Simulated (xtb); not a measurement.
A run for xtb: GFN1-xTB on CH6Ge (SMILES [CH3][GeH3]), a point of a torsion scan.

```
$ xtb mol.xyz --gfn 1 --sp --chrg 0 --uhf 0
8

C     -1.04171139    -0.08467651     0.00582998
Ge     0.91803918     0.06801783    -0.00995472
H     -1.47195427     0.53553590     0.78767130
H     -1.34531965    -1.11137090     0.19484012
H     -1.46544443     0.22119724    -0.94656647
H      1.43434673     0.69263381     1.24541977
H      1.39230450     0.92397910    -1.13983893
H      1.58096948    -1.26232128    -0.15815231
```

The head of its log:

```
[...]
           -------------------------------------------------
          |                Calculation Setup                |
           -------------------------------------------------



           -------------------------------------------------
          |                 G F N 1 - x T B                 |
           -------------------------------------------------

        Reference                      10.1021/acs.jctc.7b00118
      * Hamiltonian:
        H0-scaling (s, p, d)           1.850000    2.250000    2.000000
        zeta-weighting                 0.000000
      * Dispersion:
        s8                             2.400000
        a1                             0.630000
        a2                             5.000000
        s9                             0.000000
      * Repulsion:
        kExp                           1.500000
        rExp                           1.000000
      * Coulomb:
        alpha                          2.000000
        third order                    atomic
        anisotropic                    false
      * Halogen bond correction:
        rad-scale                      1.300000
        damping                        0.440000


          ...................................................
          :                      SETUP                      :
          :.................................................:
          :  # basis functions                  26          :
          :  # atomic orbitals                  25          :
          :  # shells                           17          :
          :  # electrons                        14          :
          :  # halogen bonds                     0          :
          :  max. iterations                   250          :
          :  Hamiltonian                  GFN1-xTB          :
          :  restarted?                      false          :
          :  GBSA solvation                  false          :
          :  PC potential                    false          :
          :  electronic temp.          300.0000000     K    :
          :  accuracy                    1.0000000          :
          :  -> integral cutoff          0.2500000E+02      :
          :  -> integral neglect         0.1000000E-07      :
          :  -> SCF convergence          0.1000000E-05 Eh   :
          :  -> wf. convergence          0.2000000E-04 e    :
          :  Broyden damping             0.4000000          :
          :  net charge                          0          :
          :  unpaired electrons                  0          :
          ...................................................

 iter      E             dE          RMSdq      gap      omega  full diag
   1     -6.9624885 -0.696249E+01  0.630E+00    7.89       0.0  T
   2     -7.0531339 -0.906454E-01  0.338E+00    5.08       1.0  T
```

Q: What total energy does the run end on?

A: -7.0022 hartree.
